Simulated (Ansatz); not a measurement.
Isolated molecules relaxed with PBE0-D4/def2-TZVP in Ansatz; ΔE leaves out vibrations. CCSD(T)/CBS is the MP2 limit (def2-TZVPP, def2-QZVPP) plus CCSD(T) − MP2 in def2-TZVPP, frozen cores. DFT in def2-TZVPP. One conformer a species, not always the lowest.

Consider the formal exchange of groups at a B–C bond: `C=CBCl` + `C#CC(=C)O` → `C=C(O)BCl` + `C#CC=C`.

```tsv
level	ΔE (kcal/mol)
r2SCAN0	0.0
MP2/def2-TZVPP	0.1
```

(1) What does CCSD(T)/CBS give? (An estimate is asked.)

Largest T1 diagnostic among the species: 0.013.

Answers

(1) Ansatz gave: -0.2 kcal/mol. The listed levels differ from it by 0.2, 0.3 kcal/mol.

Leaving LDA and LC-ωPBE aside and taking each functional with its dispersion term where it has one, the values, not all of them listed here, spread over 0.7 kcal/mol, from revPBE-D4 to ωB97X-V.
